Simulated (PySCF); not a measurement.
Computed data sheet: `C=C[SiH2][Si@H](Cl)N([SiH3])[SiH3]`

C₂H₁₂ClNSi₄.
Z-matrix (Å and degrees, GFN2-xTB geometry), rows numbered from 1:
```
C 
C   1  1.3243
Si  2  1.8848  1  125.39
Si  3  2.3144  2  109.58  1  -118.83
Cl  4  2.0268  3  111.81  2   -77.90
N   4  1.7459  3  109.45  2   164.44
Si  6  1.7422  4  120.71  3   -91.70
Si  6  1.7478  4  120.25  3    89.06
H   1  1.0778  2  121.51  3    -1.00
H   1  1.0798  2  122.85  3   179.10
H   2  1.0847  1  117.88  3  -179.13
H   3  1.4716  2  108.13  1     4.01
H   3  1.4758  2  106.88  1   118.32
H   4  1.4674  3  118.79  2    42.26
H   7  1.4623  6  108.23  4   125.43
H   7  1.4640  6  109.63  4  -113.45
H   7  1.4622  6  106.60  4     6.98
H   8  1.4625  6  109.50  4    82.61
H   8  1.4626  6  107.50  4   -38.53
H   8  1.4594  6  107.02  4  -157.48
```

Structural features include: C=C double bond, Si–H bond and C–Si bond.

GFN2-xTB geometry:

```
Point group of the GFN2-xTB geometry                  : C1
Rotational constants A, B, C of the GFN2-xTB geometry : 1.110, 0.516, 0.416 GHz
```

PBE0/pcSseg-1 ground state and GIAO shieldings, non-relativistic (PySCF):

```
Dipole moment                                               : 1.54 D
HOMO energy                                                 : -7.26 eV
LUMO energy                                                 : -0.72 eV
HOMO–LUMO gap                                               : 6.54 eV
Lowest Hirshfeld atomic charge                              : -0.35 e on N6
Highest Hirshfeld atomic charge                             : +0.35 e on Si7
13C chemical shifts (computed TMS as zero) by class         : 144.7 (C1), 136.5 (C2) ppm
1H chemical shifts (computed TMS as zero) by class          : 6.44 (H10), 6.28 (H11), 6.26 (H9), 5.92 (H14), 4.70 (H15/H16/H17/H18/H19/H20), 4.58 (H13), 4.08 (H12) ppm
Isotropic shieldings of nuclei other than C and H, by class : 266 (N6), 345 (Si4), 403 (Si7/Si8), 421 (Si3), 925 (Cl5) ppm
Mayer bond orders between heavy atoms                       : C1–C2 2.00, C2–Si3 0.88, Si3–Si4 0.88, Si4–Cl5 0.95, Si4–N6 0.86, N6–Si7 0.89, N6–Si8 0.86
```

Monoisotopic mass from the formula: 196.9735 u.

The rotational constants make it an asymmetric top with κ = (2B − A − C)/(A − C) = -0.71, nearer the prolate limit (−1). With B = h/(8π²I), that is 505.379 GHz u Å² over I, the principal moments of inertia are 455.5, 979.2 and 1213.5 u Å² (most abundant isotopes). The dipole equals about 5.1 × 10⁻³⁰ C·m (1 D = 3.33564 × 10⁻³⁰ C·m). A dipole of 1.54 D is allowed in C1, and pure rotational transitions are dipole-allowed.

One conformer (not necessarily the lowest) at the GFN2-xTB geometry, without solvent or vibrations. NMR classes are plain means over equivalent atoms (diastereotopic ones count apart unless rotation or inversion swaps them), as if these changed places fast; in this geometry the members of some classes differ.

For the NMR shielding job (PBE0/pcSseg-1), the run took 72 s of wall time (with the writing of density and orbital grids) on one thread of an Arm Neoverse V2, shared host with 96 logical CPUs at a one-minute load of 65, and the process peaked at 1.1 GiB of memory.
